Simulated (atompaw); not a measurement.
**Reading a pseudo-wave (copper)**

Columns: radius, all-electron u(r) and pseudo u(r) of the 3p shell (level -80.79 eV) of copper in the configuration [Ne] 3s2 3p6 3d10 4s0 4p0; PBE, scalar-relativistic, PAW (atompaw) scheme, atompaw 4.2.0.5.

```tsv
r (bohr)	all-electron	pseudo
0.081	-0.5454	0.0283
0.162	-0.5782	0.1095
0.242	-0.1238	0.2319
0.323	0.4173	0.3833
0.404	0.8422	0.5443
0.485	1.1048	0.6963
0.565	1.2234	0.8214
0.646	1.2394	0.9107
0.727	1.1883	0.9558
0.808	1.0987	0.9562
0.888	0.9927	0.9177
0.969	0.8802	0.8488
1.050	0.7705	0.7612
1.131	0.6681	0.6668
1.212	0.5751	0.5752
1.292	0.4932	0.4932
1.373	0.4201	0.4201
1.454	0.3567	0.3567
1.535	0.3019	0.3019
1.615	0.2554	0.2554
1.696	0.2152	0.2152
1.777	0.1810	0.1810
1.858	0.1520	0.1520
1.938	0.1277	0.1277
2.019	0.1070	0.1070
2.100	0.0895	0.0895
```

(1) How many radial nodes do the two functions have?

(2) At about which radius was the pseudo-wave matched?

(3) Is the pseudo-wave norm-conserving?

## Answers

(1) The all-electron 3p function has n − l − 1 = 1; the pseudo-wave has 0, since the states of the same l below it are removed with the core.

(2) 1.30 bohr. The columns agree to 0.0005 from 1.21 bohr on; several derivatives are matched, so the curves merge somewhat inside the radius.

(3) No, it belongs to a PAW set: the norm inside the radius is not constrained, and the difference is carried by the augmentation charge.
